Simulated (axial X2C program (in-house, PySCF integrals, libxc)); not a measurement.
# IrC⁺: from Re and ωe to a spectrum

A bond curve at the PBE0 level, with spin–orbit coupling, was computed with an axial X2C code built on PySCF integrals (basis Ir dyall-cv3z [13s14p9d6f4g], C dyall-v3z [7s6p2d1f] (cores contracted in-house)) for the state Ω = 3 (⟨Sz⟩ = 1.00, ⟨Lz⟩ = 2.00 at PBE0). Its fit gives Re = 1.6603 Å, ωe = 1079.8 cm⁻¹, ωexe = 5.09 cm⁻¹ and αe = 3.390e-03 cm⁻¹; the masses are 192.9629 and 12.0000 u. Two-component means X2C with spin–orbit coupling and atomic mean-field Coulomb and Gaunt terms.

**Question.** Find the reduced mass, Be and the force constant.

**Answer.** From the PBE0 values: μ = 11.2974 u. Be = 16.8576/(μ Re²) = 0.5413 cm⁻¹. k = 5.8918×10⁻⁷ μ ωe² = 7.76 mdyn/Å.

**Question.** A Morse curve ties αe to the other constants (Pekeris). How well does that hold?

**Answer.** αe(Morse) = 6Be²/ωe × (√(ωexe/Be) − 1) = 3.365e-03 cm⁻¹; the PBE0 curve gives 3.390e-03 cm⁻¹, a ratio of 0.99.

**Question.** Where do the fundamental and the first overtone lie?

**Answer.** ν(1←0) = ωe − 2ωexe = 1069.6 cm⁻¹; ν(2←0) = 2ωe − 6ωexe = 2129.1 cm⁻¹.

**Question.** Estimate De from a Morse curve and compare with the computed well depth of 6.309 eV to Ir+ + C.

**Answer.** De(Morse) = ωe²/(4ωexe) = 7.100 eV against 6.309 eV computed, a ratio of 1.13. For De the Morse form works well here.

**Question.** Estimate the centrifugal constant by the Kratzer relation.

**Answer.** D = 4Be³/ωe² = 5.44e-07 cm⁻¹.

The state is a single determinant with fixed occupations, the lowest that a limited PBE0 search found. Dissociation energies refer to the lowest single-determinant-based atoms at the same level and basis. Density functionals use the spin component along the axis (collinear). In 2c an atomic determinant is not the ground J level, so De misses part of the atomic spin–orbit lowering. This holds for PBE0. Without a current term, density functionals place determinants with orbital angular momentum somewhat too high. With several unpaired electrons one determinant need not be a pure state. A state of lower Ω lies just above, and one determinant can place such states too high, so the state shown need not be the lowest. The search has Ω = 0 only 0.08 eV up. The lowest spin-free determinant has another configuration (M_S = 0, Λ = 0), so the order of states is uncertain and this need not be the ground state.
